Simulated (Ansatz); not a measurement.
CHClFGeN, SMILES `N#[C][GeH]([F])[Cl]`, relaxed with RKS PBE-D4/def2-SVP in Ansatz 0.2.0 from a rough embedded geometry. The force threshold is 0.03 eV/Å; the program also tests the step.

Total charge 0; spin multiplicity 1.

Start:

```xyz
6

N    -1.120    1.365    1.846
C    -0.570    0.757    1.007
Ge    0.288   -0.285   -0.310
F    -0.433   -1.997   -0.309
Cl    0.026    0.587   -2.255
H     1.810   -0.427    0.021
```

**Question.** By how much does the energy fall, and how many steps does the optimiser take? (Estimate.)

**Answer.** Computed: 0.20 eV, in 5 steps.

**Question.** Which bonds change most? (Best estimate.)

**Answer.** Computed: Ge3–F4 from 1.857 to 1.743 Å; C2–Ge3 from 1.885 to 1.926 Å; Ge3–H6 from 1.564 to 1.536 Å; Ge3–Cl5 from 2.148 to 2.145 Å.

**Question.** Give the relaxed structure. (Best estimate.)

**Answer.** Computed: 
```xyz
6

N    -1.152    1.365    1.824
C    -0.594    0.733    1.008
Ge    0.340   -0.316   -0.309
F    -0.421   -1.885   -0.295
Cl   -0.009    0.577   -2.228
H     1.837   -0.473    0.000
```
